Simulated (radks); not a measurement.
Sm51+, 11 electrons, occupied as [Ne] 3s1 (the NIST ground configuration).

Calculated with a radial shooting solver on a logarithmic mesh with Libxc functionals: non-relativistic Kohn-Sham, TPSS, spin-polarised, spherical densities, point nucleus; open shells are filled with parallel spins first (spin-orbit coupling, left out, can overturn this in heavy ions); meta-GGA in the generalised Kohn-Sham scheme; relativity is left out, which matters for an element this heavy.

Energy parts (Ry):
part                       energy
total                 -14645.5900
kinetic                14644.6733
electron-nucleus      -30410.8028
Hartree                 1333.6824
exchange-correlation    -213.1428

Orbitals (lengths in bohr, moments of r in powers of bohr):
| orbital | occ. | eigenvalue (Ry) | <r^2> |
|---|---|---|---|
| 1s up | 1 | -3515.218 | 0.0007990 |
| 1s down | 1 | -3515.008 | 0.0007990 |
| 2s up | 1 | -770.0743 | 0.01227 |
| 2s down | 1 | -769.7911 | 0.01226 |
| 2p up | 3 | -747.9971 | 0.009105 |
| 2p down | 3 | -747.7535 | 0.009100 |
| 3s up | 1 | -322.6690 | 0.06563 |
| 3s down | 0 | -321.0443 | 0.06550 |
| 3p up | 0 | -314.8481 | 0.05948 |
| 3p down | 0 | -313.3844 | 0.05928 |
| 4s up | 0 | -176.2710 | 0.2144 |

The highest occupied level is 3s up at -4390.1 eV. Summed over all electrons, <r^2> = 0.1464 bohr^2, which gives a Langevin (diamagnetic) susceptibility term of -0.116 x 10^-6 cm^3/mol. For comparison, the ionisation energy in NIST's Atomic Spectra Database is 4655 eV (theoretical). In exact Kohn-Sham theory the highest level is minus the ionisation energy, but local and semilocal functionals leave it too shallow, through self-interaction and a potential that decays too fast; potentials with the right tail come closer. Virial ratio -V/T = 2.00006. The density falls to 0.001 e/bohr^3 at r = 0.62 bohr. The spin density at the nucleus is 2237 e/bohr^3 (1s 10, 2s -0, 3s 2228). Spin moment in Bohr magnetons: 1. The electron density at the nucleus is 1.682e+05 e/bohr^3.
